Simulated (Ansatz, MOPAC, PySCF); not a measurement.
Molecule: diphosphane, P₂H₄, charge 0, multiplicity 1. SMILES: PP
Structure (B3LYP-D3(BJ)/def2-TZVP (Ansatz, an electronic-structure program) minimum search):
```xyz
6

P     -1.0203    -0.4713    -0.0535
P      1.0203     0.4711     0.0549
H     -1.5176     0.2567     1.0604
H     -1.5148     0.4895    -0.9757
H      1.5219    -0.4987     0.9637
H      1.5105    -0.2449    -1.0699
```
Charge 0, spin multiplicity 1.

Unscaled harmonic wavenumbers (cm⁻¹) in rising order, each level at the stationary point that it reaches from this structure (no distance between atoms moves by over 0.3 Å); the order of modes can differ between levels, and a negative number is imaginary. B3LYP-D3(BJ)/def2-TZVP (PySCF, at the structure above): 87, 429, 627, 644, 871, 916, 1098, 1107, 2367, 2371, 2375, 2384.

PM3 (MOPAC): 56, 484, 517, 529, 739, 742, 915, 916, 1538, 1560, 1613, 1615. Zero-point energy 16.0 against 21.8 kcal/mol; where all levels lie over 400 cm⁻¹, the wavenumbers are on average 0.796 times those of B3LYP-D3(BJ)/def2-TZVP.

B3LYP/6-31G* (Ansatz): 102, 428, 641, 657, 890, 930, 1131, 1136, 2386, 2393, 2393, 2407. Zero-point energy 22.2 against 21.8 kcal/mol; where all levels lie over 400 cm⁻¹, the wavenumbers are on average 1.015 times those of B3LYP-D3(BJ)/def2-TZVP.
